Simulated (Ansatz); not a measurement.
Geometry optimisation of Li5Al3.

```yaml
crystal:
  periodic: [false, false, false]
  atoms:
    - {symbol: Al, position_ang: [0.759730, -0.313260, -0.270380]}
    - {symbol: Al, position_ang: [-2.795810, 0.147310, 2.730420]}
    - {symbol: Al, position_ang: [0.740890, 2.315600, -0.090860]}
    - {symbol: Li, position_ang: [0.253380, 1.165650, -2.632560]}
    - {symbol: Li, position_ang: [-0.286080, -1.092870, -3.367510]}
    - {symbol: Li, position_ang: [1.285170, -2.392490, -1.968190]}
    - {symbol: Li, position_ang: [-0.468810, -0.991980, 3.248160]}
    - {symbol: Li, position_ang: [0.511530, 1.162050, 2.350910]}
basis:
  gaussian: {orbitals: def2-SVP}
hamiltonian: {xc: r2scan, dispersion: d4}
scf: {omitted_lower_state_checks: [starts]}
output: {orbitals: {seedname: orbitals}}
relax: {f_tol: 0.02, max_steps: 100}
```

```sh
$ ansatz run in.yaml --threads 4 --pin off --events-out ev --progress --plain --max-ram 3916MiB
```

It prints (some lines left out):

```
Functional definition: r2SCAN
mean field -20799.94285839 eV, -764.3838013384 hartree, gradient 1.6e-6 eV, S^2 0.000000; 0 other end points of the search recorded, 0 dependent functions left out
relax step   1: F+E_penalty+E_count = -20799.99281672 eV  Δ(F+E_penalty+E_count) = +0.000e0 eV  max|allowed force component| = 8.331e-1 eV/Å  Δτ_max = 0.0000 Å  (96 SCF iters, accepted)
mean field -20800.65561467 eV, -764.4099946484 hartree, gradient 3.5e-6 eV, S^2 0.000000; 0 other end points of the search recorded, 0 dependent functions left out
relax step   2: F+E_penalty+E_count = -20800.70583019 eV  Δ(F+E_penalty+E_count) = -7.130e-1 eV  max|allowed force component| = 4.948e-1 eV/Å  Δτ_max = 0.1927 Å  (57 SCF iters, accepted)
mean field -20801.03715303 eV, -764.4240159245 hartree, gradient 1.8e-5 eV, S^2 0.000000; 0 other end points of the search recorded, 0 dependent functions left out
relax step   3: F+E_penalty+E_count = -20801.08825596 eV  Δ(F+E_penalty+E_count) = -3.824e-1 eV  max|allowed force component| = 3.224e-1 eV/Å  Δτ_max = 0.1949 Å  (42 SCF iters, accepted)
mean field -20801.31979869 eV, -764.4344029607 hartree, gradient 2.6e-5 eV, S^2 0.000000; 0 other end points of the search recorded, 0 dependent functions left out
relax step   4: F+E_penalty+E_count = -20801.36758154 eV  Δ(F+E_penalty+E_count) = -2.793e-1 eV  max|allowed force component| = 3.052e-1 eV/Å  Δτ_max = 0.1925 Å  (40 SCF iters, accepted)
mean field -20801.53941467 eV, -764.4424736994 hartree, gradient 2.0e-5 eV, S^2 0.000000; 0 other end points of the search recorded, 0 dependent functions left out
relax step   5: F+E_penalty+E_count = -20801.58808627 eV  Δ(F+E_penalty+E_count) = -2.205e-1 eV  max|allowed force component| = 3.164e-1 eV/Å  Δτ_max = 0.1952 Å  (42 SCF iters, accepted)
mean field -20801.74396579 eV, -764.4499908143 hartree, gradient 3.6e-5 eV, S^2 0.000000; 0 other end points of the search recorded, 0 dependent functions left out
relax step   6: F+E_penalty+E_count = -20801.79207040 eV  Δ(F+E_penalty+E_count) = -2.040e-1 eV  max|allowed force component| = 3.709e-1 eV/Å  Δτ_max = 0.1957 Å  (41 SCF iters, accepted)
mean field -20801.99490753 eV, -764.4592127532 hartree, gradient 2.6e-5 eV, S^2 0.000000; 0 other end points of the search recorded, 0 dependent functions left out
relax step   7: F+E_penalty+E_count = -20802.04261957 eV  Δ(F+E_penalty+E_count) = -2.505e-1 eV  max|allowed force component| = 5.560e-1 eV/Å  Δτ_max = 0.1950 Å  (43 SCF iters, accepted)
mean field -20802.33975976 eV, -764.4718858389 hartree, gradient 2.6e-5 eV, S^2 0.000000; 0 other end points of the search recorded, 0 dependent functions left out
relax step   8: F+E_penalty+E_count = -20802.38549590 eV  Δ(F+E_penalty+E_count) = -3.429e-1 eV  max|allowed force component| = 8.041e-1 eV/Å  Δτ_max = 0.1949 Å  (43 SCF iters, accepted)
mean field -20802.76913506 eV, -764.4876650902 hartree, gradient 1.8e-5 eV, S^2 0.000000; 0 other end points of the search recorded, 0 dependent functions left out
relax step   9: F+E_penalty+E_count = -20802.81277744 eV  Δ(F+E_penalty+E_count) = -4.273e-1 eV  max|allowed force component| = 9.350e-1 eV/Å  Δτ_max = 0.1949 Å  (46 SCF iters, accepted)
mean field -20803.23799201 eV, -764.5048952652 hartree, gradient 2.0e-5 eV, S^2 0.000000; 0 other end points of the search recorded, 0 dependent functions left out
relax step  10: F+E_penalty+E_count = -20803.27970998 eV  Δ(F+E_penalty+E_count) = -4.669e-1 eV  max|allowed force component| = 8.996e-1 eV/Å  Δτ_max = 0.1949 Å  (50 SCF iters, accepted)
mean field -20803.61957206 eV, -764.5189180735 hartree, gradient 1.5e-5 eV, S^2 0.000000; 0 other end points of the search recorded, 0 dependent functions left out
relax step  11: F+E_penalty+E_count = -20803.66183023 eV  Δ(F+E_penalty+E_count) = -3.821e-1 eV  max|allowed force component| = 5.651e-1 eV/Å  Δτ_max = 0.1949 Å  (42 SCF iters, accepted)
mean field -20803.84175851 eV, -764.5270832747 hartree, gradient 2.2e-5 eV, S^2 0.000000; 0 other end points of the search recorded, 0 dependent functions left out
relax step  12: F+E_penalty+E_count = -20803.88479342 eV  Δ(F+E_penalty+E_count) = -2.230e-1 eV  max|allowed force component| = 4.750e-1 eV/Å  Δτ_max = 0.1951 Å  (38 SCF iters, accepted)
mean field -20804.01106025 eV, -764.5333049992 hartree, gradient 2.6e-5 eV, S^2 0.000000; 0 other end points of the search recorded, 0 dependent functions left out
relax step  13: F+E_penalty+E_count = -20804.05890271 eV  Δ(F+E_penalty+E_count) = -1.741e-1 eV  max|allowed force component| = 3.733e-1 eV/Å  Δτ_max = 0.1952 Å  (36 SCF iters, accepted)
mean field -20804.14810832 eV, -764.5383414227 hartree, gradient 2.6e-5 eV, S^2 0.000000; 0 other end points of the search recorded, 0 dependent functions left out
relax step  14: F+E_penalty+E_count = -20804.19634675 eV  Δ(F+E_penalty+E_count) = -1.374e-1 eV  max|allowed force component| = 1.913e-1 eV/Å  Δτ_max = 0.1904 Å  (36 SCF iters, accepted)
mean field -20804.27693801 eV, -764.5430758264 hartree, gradient 2.1e-5 eV, S^2 0.000000; 0 other end points of the search recorded, 0 dependent functions left out
relax step  15: F+E_penalty+E_count = -20804.32548405 eV  Δ(F+E_penalty+E_count) = -1.291e-1 eV  max|allowed force component| = 1.644e-1 eV/Å  Δτ_max = 0.1917 Å  (36 SCF iters, accepted)
mean field -20804.37650601 eV, -764.5467348830 hartree, gradient 2.3e-5 eV, S^2 0.000000; 0 other end points of the search recorded, 0 dependent functions left out
relax step  16: F+E_penalty+E_count = -20804.42528094 eV  Δ(F+E_penalty+E_count) = -9.980e-2 eV  max|allowed force component| = 2.002e-1 eV/Å  Δτ_max = 0.1951 Å  (36 SCF iters, accepted)
mean field -20804.46181807 eV, -764.5498700432 hartree, gradient 2.6e-5 eV, S^2 0.000000; 0 other end points of the search recorded, 0 dependent functions left out
relax step  17: F+E_penalty+E_count = -20804.51073823 eV  Δ(F+E_penalty+E_count) = -8.546e-2 eV  max|allowed force component| = 2.095e-1 eV/Å  Δτ_max = 0.1951 Å  (36 SCF iters, accepted)
mean field -20804.52691772 eV, -764.5522624113 hartree, gradient 1.4e-5 eV, S^2 0.000000; 0 other end points of the search recorded, 0 dependent functions left out
relax step  18: F+E_penalty+E_count = -20804.57535374 eV  Δ(F+E_penalty+E_count) = -6.462e-2 eV  max|allowed force component| = 1.124e-1 eV/Å  Δτ_max = 0.1916 Å  (37 SCF iters, accepted)
mean field -20804.56129722 eV, -764.5535258348 hartree, gradient 1.6e-5 eV, S^2 0.000000; 0 other end points of the search recorded, 0 dependent functions left out
relax step  19: F+E_penalty+E_count = -20804.61029255 eV  Δ(F+E_penalty+E_count) = -3.494e-2 eV  max|allowed force component| = 8.327e-2 eV/Å  Δτ_max = 0.1953 Å  (37 SCF iters, accepted)
mean field -20804.57902766 eV, -764.5541774163 hartree, gradient 1.2e-5 eV, S^2 0.000000; 0 other end points of the search recorded, 0 dependent functions left out
[...]
relax step  28: F+E_penalty+E_count = -20804.65784797 eV  Δ(F+E_penalty+E_count) = -8.761e-4 eV  max|allowed force component| = 2.696e-2 eV/Å  Δτ_max = 0.0996 Å  (36 SCF iters, accepted)
mean field -20804.61300500 eV, -764.5554260604 hartree, gradient 1.4e-5 eV, S^2 0.000000; 0 other end points of the search recorded, 0 dependent functions left out
relax step  29: F+E_penalty+E_count = -20804.66088226 eV  Δ(F+E_penalty+E_count) = -3.034e-3 eV  max|allowed force component| = 7.402e-2 eV/Å  Δτ_max = 0.1966 Å  (36 SCF iters, accepted)
mean field -20804.62470809 eV, -764.5558561412 hartree, gradient 1.3e-5 eV, S^2 0.000000; 0 other end points of the search recorded, 0 dependent functions left out
relax step  30: F+E_penalty+E_count = -20804.67245555 eV  Δ(F+E_penalty+E_count) = -1.157e-2 eV  max|allowed force component| = 9.543e-2 eV/Å  Δτ_max = 0.1921 Å  (35 SCF iters, accepted)
mean field -20804.64673345 eV, -764.5566655583 hartree, gradient 1.4e-5 eV, S^2 0.000000; 0 other end points of the search recorded, 0 dependent functions left out
relax step  31: F+E_penalty+E_count = -20804.69433864 eV  Δ(F+E_penalty+E_count) = -2.188e-2 eV  max|allowed force component| = 1.037e-1 eV/Å  Δτ_max = 0.1988 Å  (35 SCF iters, accepted)
mean field -20804.67672876 eV, -764.5577678655 hartree, gradient 1.1e-5 eV, S^2 0.000000; 0 other end points of the search recorded, 0 dependent functions left out
relax step  32: F+E_penalty+E_count = -20804.72420164 eV  Δ(F+E_penalty+E_count) = -2.986e-2 eV  max|allowed force component| = 1.129e-1 eV/Å  Δτ_max = 0.1991 Å  (35 SCF iters, accepted)
mean field -20804.71081919 eV, -764.5590206658 hartree, gradient 9.1e-6 eV, S^2 0.000000; 0 other end points of the search recorded, 0 dependent functions left out
relax step  33: F+E_penalty+E_count = -20804.75816583 eV  Δ(F+E_penalty+E_count) = -3.396e-2 eV  max|allowed force component| = 1.115e-1 eV/Å  Δτ_max = 0.1981 Å  (35 SCF iters, accepted)
mean field -20804.74688176 eV, -764.5603459408 hartree, gradient 1.2e-5 eV, S^2 0.000000; 0 other end points of the search recorded, 0 dependent functions left out
relax step  34: F+E_penalty+E_count = -20804.79418802 eV  Δ(F+E_penalty+E_count) = -3.602e-2 eV  max|allowed force component| = 8.278e-2 eV/Å  Δτ_max = 0.1952 Å  (36 SCF iters, accepted)
mean field -20804.77543022 eV, -764.5613950772 hartree, gradient 1.9e-5 eV, S^2 0.000000; 0 other end points of the search recorded, 0 dependent functions left out
relax step  35: F+E_penalty+E_count = -20804.82264210 eV  Δ(F+E_penalty+E_count) = -2.845e-2 eV  max|allowed force component| = 6.956e-2 eV/Å  Δτ_max = 0.1949 Å  (35 SCF iters, accepted)
mean field -20804.79698603 eV, -764.5621872387 hartree, gradient 1.8e-5 eV, S^2 0.000000; 0 other end points of the search recorded, 0 dependent functions left out
relax step  36: F+E_penalty+E_count = -20804.84410664 eV  Δ(F+E_penalty+E_count) = -2.146e-2 eV  max|allowed force component| = 5.566e-2 eV/Å  Δτ_max = 0.1961 Å  (35 SCF iters, accepted)
mean field -20804.80274626 eV, -764.5623989232 hartree, gradient 2.4e-5 eV, S^2 0.000000; 0 other end points of the search recorded, 0 dependent functions left out
relax step  37: F+E_penalty+E_count = -20804.84983620 eV  Δ(F+E_penalty+E_count) = -5.730e-3 eV  max|allowed force component| = 1.682e-1 eV/Å  Δτ_max = 0.2000 Å  (35 SCF iters, accepted)
mean field -20804.81018013 eV, -764.5626721129 hartree, gradient 8.1e-5 eV, S^2 0.000000; 0 other end points of the search recorded, 0 dependent functions left out
relax step  38: F+E_penalty+E_count = -20804.85727891 eV  Δ(F+E_penalty+E_count) = -7.443e-3 eV  max|allowed force component| = 3.259e-2 eV/Å  Δτ_max = 0.0966 Å  (32 SCF iters, accepted)
mean field -20804.81052205 eV, -764.5626846781 hartree, gradient 6.7e-5 eV, S^2 0.000000; 0 other end points of the search recorded, 0 dependent functions left out
relax step  39: F+E_penalty+E_count = -20804.85761165 eV  Δ(F+E_penalty+E_count) = -3.327e-4 eV  max|allowed force component| = 2.489e-2 eV/Å  Δτ_max = 0.0384 Å  (32 SCF iters, accepted)
mean field -20804.81108459 eV, -764.5627053514 hartree, gradient 6.9e-5 eV, S^2 0.000000; 0 other end points of the search recorded, 0 dependent functions left out
relax step  40: F+E_penalty+E_count = -20804.85819035 eV  Δ(F+E_penalty+E_count) = -5.787e-4 eV  max|allowed force component| = 1.018e-2 eV/Å  Δτ_max = 0.0330 Å  (33 SCF iters, accepted)
mean field -20804.81108459 eV, -764.5627053514 hartree, gradient 6.9e-5 eV, S^2 0.000000; 0 other end points of the search recorded, 0 dependent functions left out
Total energy: -20804.85821606 eV, -764.5644374009 hartree
Atom 0 at     0.098264    -0.886378    -0.141338 Å, force     0.001942     0.005058    -0.006283 eV/Å
Atom 1 at    -0.406148     0.391699     2.015299 Å, force    -0.002904     0.001391    -0.001447 eV/Å
Atom 2 at    -0.274647     1.724042    -0.283652 Å, force     0.004374    -0.010179     0.002971 eV/Å
Atom 3 at     1.752212     0.643702    -1.677922 Å, force     0.002659    -0.001270    -0.002418 eV/Å
Atom 4 at    -1.085375     0.211228    -2.352176 Å, force    -0.001830    -0.004674     0.000567 eV/Å
Atom 5 at     0.731594    -2.852710    -1.636764 Å, force    -0.001671     0.004280     0.000228 eV/Å
Atom 6 at    -0.000048    -2.283705     2.134578 Å, force    -0.000571     0.002050     0.001040 eV/Å
Atom 7 at    -0.815852     3.052132     1.941965 Å, force    -0.001999     0.003344     0.005343 eV/Å
Dipole moment:     0.306145    -0.737440    -0.561293 e Å
Checks for a lower state left out: starts
```

Hardware: 4 threads of Arm Neoverse V2 on a shared host. Wall time 2.1 min.

The restricted singlet is unstable towards broken spin symmetry in Hartree–Fock (as tested in another run); at r2SCAN-D4/def2-SVP this wasn't settled. Another isomer (singlet) lies 0.03 eV lower at PBE0-D4/def2-TZVP; other spin states weren't run for this one.
